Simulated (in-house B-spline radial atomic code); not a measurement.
Orbital energies and mean radii along the 66-electron series, configuration 1s2 2s2 2p6 3s2 3p6 3d10 4s2 4p6 4d10 4f5/2(6) 4f7/2(6) 5s2 5p6. The effective charge is n√(-2ε), a non-relativistic measure. Computed with an all-electron radial atomic-structure program (B-spline basis): Dirac-Hartree-Fock, jj configuration that fills j = l - 1/2 first, finite nuclei.

```
 ion   Z  energy of 5s1/2 (Eh)  mean radius of 5s1/2 (bohr)  energy of 4d3/2 (Eh)  mean radius of 4d3/2 (bohr)  energy of 4f7/2 (Eh)  mean radius of 4f7/2 (bohr)  effective charge of 5s1/2
Er2+  68               -2.8266                       1.2803               -7.7737                      0.57974              -0.97166                      0.80003                     11.888
Tm3+  69               -3.5105                       1.2296               -8.8011                      0.56541               -1.7148                      0.73632                     13.249
Yb4+  70               -4.2655                       1.1808               -9.9389                      0.55133               -2.5587                      0.68854                     14.604
Lu5+  71               -5.0835                        1.135               -11.174                      0.53762               -3.4932                      0.64984                     15.943
```

Question: How does the screening of 5s1/2 change?

Answer: Z less the effective charge goes from 56.11 at Z = 68 to 55.06 at Z = 71.
